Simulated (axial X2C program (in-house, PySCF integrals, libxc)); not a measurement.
## What spin–orbit coupling does to RuS

Calculated with an in-house all-electron X2C program for linear molecules (integrals from PySCF). Spin-free means the one-electron spin-free X2C Hamiltonian; two-component (2c) means X2C with spin–orbit coupling and atomic mean-field two-electron Coulomb and Gaunt terms, so the difference of the two also holds small scalar two-electron terms. Basis: Ru dyall-cv3z [12s12p8d5f3g], S dyall-av3z [9s8p3d2f] (cores contracted in-house); Gaussian nuclei, density fitting, unrestricted open shells. Masses: Ru 101.904 u, S 31.972 u.

Spin-free state: M_S = 2, Λ = 2 (beyond evenly filled blocks: σα, π+α, π-α, δ+α, δ+β, δ-α); fragments Ru + S.

```
level  Re (Å)  ωe (cm⁻¹)  De (eV)  μ (D)
 PBE0   2.078      517.4    3.965  -4.15
```

Dipoles are positive if S is the positive end.

Two-component determinant lowest at the distance of the search:

Ω = 4 (⟨Sz⟩ = 1.99, ⟨Lz⟩ = 2.01 at PBE0); fragments Ru + S.

| level | Re (Å) | ωe (cm⁻¹) | μ (D) |
| --- | --- | --- | --- |
| PBE0 | 2.078 | 516.7 | -4.16 |

Q: From the two tables, how do the constants change at the PBE0 level (2c against spin-free)?

A: At the PBE0 level Re is unchanged within 0.001 Å and ωe drops by 0.7 cm⁻¹.

The state is one determinant whose occupation by symmetry is held fixed; it was picked as the lowest of a PBE0 search that is not exhaustive. Dissociation energies refer to the lowest single-determinant-based atoms at the same level and basis. De is not given where an atomic determinant may have missed its ground term or J level, or where the truncated virtual space spoils (T). Density functionals use the spin component along the axis (collinear). Other states lie close and PBE0, whose exact exchange favours high spin, may order them wrongly; the determinant shown need not be the ground state. The nearest other spin-free determinant of the search, M_S = 2, Λ = 0, lies 0.50 eV up at the distance of the search. The functionals have no current-density term, which raises determinants with orbital currents, atoms included. With several unpaired electrons one determinant need not be a pure state. Open-shell Ω = 0 determinants with evenly filled partner blocks cannot be reached by this program, so the Ω shown need not be the lowest component.
